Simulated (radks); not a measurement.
Question: Species: Zn II. Configuration: [Ar] 3d10 4s1 (the NIST ground configuration). All-electron calculation, scalar-relativistic Kohn-Sham, PBE, spin-unpolarised, spherical densities, finite nucleus; Fermi nuclear charge, rms radius 3.9283 fm. Program: a radial shooting solver on a logarithmic mesh with Libxc functionals. Some entries of the table are withheld. Estimate them.

orbital,occ.,eigenvalue (eV),<r^2> (bohr^2)
1s,2,-9535.349,(1)
2s,2,-1167.831,(2)
2p,6,-1013.554,0.04820
3s,2,(3),0.5366
3p,6,-93.0851,(4)
3d,10,-19.7606,(5)
4s,1,-13.9980,(6)
4p,0,-7.7775,11.59

Answer: 
(1) 1s <r^2> (bohr^2): 0.003405
(2) 2s <r^2> (bohr^2): 0.06036
(3) 3s eigenvalue (eV): -138.8990
(4) 3p <r^2> (bohr^2): 0.6021
(5) 3d <r^2> (bohr^2): 1.077
(6) 4s <r^2> (bohr^2): 6.644
